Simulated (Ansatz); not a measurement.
A run for Ansatz (an electronic-structure program): U-BLYP/def2-TZVPP on O2Ti (SMILES [O]=[Ti]=[O]), 2S+1 = 3, a spin state set in the input, which need not be the lowest.

Ansatz 0.2 input:
```yaml
crystal:
  periodic: [false, false, false]
  atoms:
    - {symbol: Ti, position_ang: [0.45941810, -0.33411300, 0.36739576]}
    - {symbol: O, position_ang: [0.80334855, 0.34009382, -1.07038706]}
    - {symbol: O, position_ang: [-1.29593537, 0.04139078, 0.63267167]}
basis:
  gaussian:
    orbitals: def2-TZVPP
hamiltonian:
  xc: {name: BLYP}
magnetization: {spin_polarized: true, initial_magnetization: 2}
```

The head of its log:

```
WARN ansatz: RAYON_NUM_THREADS=1 ignored (pool sized by the plan → 1); use --threads N
Functional definition: BLYP
integrals: 0.04 GiB planned
734 factors; their error is unknown
mean field: 0.43 GiB planned
mean field evaluation 1: about -27199.7555 eV, gradient 5.6e1 eV
mean field evaluation 2: about -26989.6037 eV, gradient 1.9e2 eV
```

Problem. What total energy does the run end on?

Solution. -999.9928 hartree.
